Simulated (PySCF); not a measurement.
GaHI₂O. Atoms are numbered in the order given.

```xyz
5

Ga     0.7460     0.0085     0.0000
I     -0.4391    -2.1703     0.0000
I     -0.4328     2.1698     0.0000
O      2.5190     0.0712     0.0000
H      2.9345    -0.8030     0.0000
```
Charge 0, spin multiplicity 1.

The structure is a stationary point at r2SCAN-D4/def2-SVP. The structure was generated by enumeration; whether it is a known compound was not checked. The def2 effective core potentials stand for the cores of I; spin–orbit coupling is left out. The values are those of a single conformer.

These are r2SCAN-D4/def2-SVP (PySCF) values and carry that method's errors.

Frequencies are harmonic and unscaled.

Computed harmonic wavenumbers and intensities:
```
mode  ν (cm⁻¹)  IR (km/mol)  moving atoms (share of kinetic energy)
----  --------  -----------  --------------------------------------
1           66          0.7                         I 69 %, Ga 25 %
2          126          4.4                         Ga 57 %, O 34 %
3          143         13.7                  O 76 %, I 12 %, H 11 %
4          206          4.5                  I 56 %, Ga 34 %, O 9 %
5          295         72.0                         Ga 74 %, I 25 %
6          347        106.2                           H 92 %, O 8 %
7          715        108.7                         O 80 %, Ga 19 %
8          807        109.1                                  H 91 %
9         3834         96.3                                  H 94 %
```
